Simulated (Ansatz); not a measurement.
Computed with Ansatz on PBE0-D4/def2-TZVP structures; ΔE is electronic, products minus reactants. CCSD(T)/CBS adds triple-zeta CCSD(T) − MP2 to the extrapolated MP2 energy (def2 sets, frozen cores). This one scheme is used for every species, atoms too. DFT in def2-TZVPP. HSE06 is defined as in plane-wave codes. No spin–orbit coupling; open shells (•) take unrestricted orbitals. Spin–orbit coupling would lower the free atoms: a little for B, O, Si. One conformer a species, not always the lowest.

Consider the atomization: `OBB[SiH3]` → 2 B• + 6 H• + O• + Si•.

| level | ΔE (eV) | difference from CCSD(T)/CBS |
| --- | --- | --- |
| B97M-V | 35.41 | 0.47 |
| r2SCAN0-D4 | 34.89 | -0.05 |
| HSE06-D4 | 35.03 | 0.09 |
| B2PLYP | 34.79 | -0.15 |
| PBE | 35.22 | 0.28 |
| revPBE | 34.16 | -0.78 |
| r2SCAN0 | 34.85 | -0.09 |
| CCSD/def2-SVP | 33.01 | -1.93 |
| CCSD/def2-TZVPP | 33.79 | -1.15 |
| HF/CBS(def2) | 26.99 | -7.95 |
| CCSD(T)/CBS | 34.94 | 0 |

Largest T1 diagnostic among the species: 0.014.

From PBE to PBE0 (25 % exact exchange), in def2-TZVPP and without D4, ΔE moves by −0.36 eV: exact exchange takes away binding that semilocal exchange gives to molecules. At CCSD(T), def2-SVP lies −1.69 eV from the extrapolated value and def2-TZVPP −0.79 eV: correlation converges slowly with the basis, and small sets miss more of it in the bonded molecule than in its fragments. In def2-TZVPP, CCSD(T) changes the Hartree–Fock value by +7.21 eV (the triples alone add +0.36 eV) and MP2 by +7.53 eV; breaking electron pairs costs correlation energy, which Hartree–Fock lacks.

For atomizations the MP2-based limit and the directly extrapolated one differ by several kJ/mol either way, and by 10 to 25 for some Ge, Se and Sn compounds, so smaller differences from it don't rank the levels.
